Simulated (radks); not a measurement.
These are the eigenvalues of the occupied orbitals of an atom or ion with whole-number occupations (hartree). All-electron calculation, Dirac Kohn-Sham, BP86, spin-unpolarised, spherical densities, point nucleus. Program: a radial shooting solver on a logarithmic mesh with Libxc functionals.

orbital  eigenvalue
1s1/2     -1479.032
2s1/2     -236.8282
2p1/2     -223.6051
2p3/2     -207.1856
3s1/2     -51.11262
3p1/2     -45.51373
3p3/2     -42.28752
3d3/2     -32.49904
3d5/2     -31.80640
4s1/2     -10.45636
4p1/2      -8.37722
4p3/2      -7.68390
4d3/2      -4.27132
4d5/2      -4.14987
5s1/2      -1.63645
5p1/2      -1.07301
5p3/2      -0.97334
4f5/2      -0.35086
4f7/2      -0.33873
5d3/2      -0.27411
5d5/2      -0.26652

Which element is it, and in what charge state? The configuration may be excited. Open shells, if any, are shared by 2j + 1.

Answer. Z = 58, cerium, charge +1: Ce+ in [Xe] 4f1 5d2. The list shows which subshells hold electrons but not how many an open one holds; the 1s level, -1479 hartree, gives Z - s = 54.4 by -(Z - s)^2/2, which with screening and relativity narrows Z to a few neighbours, and the depths of the outer levels then fix element, charge and occupations together.
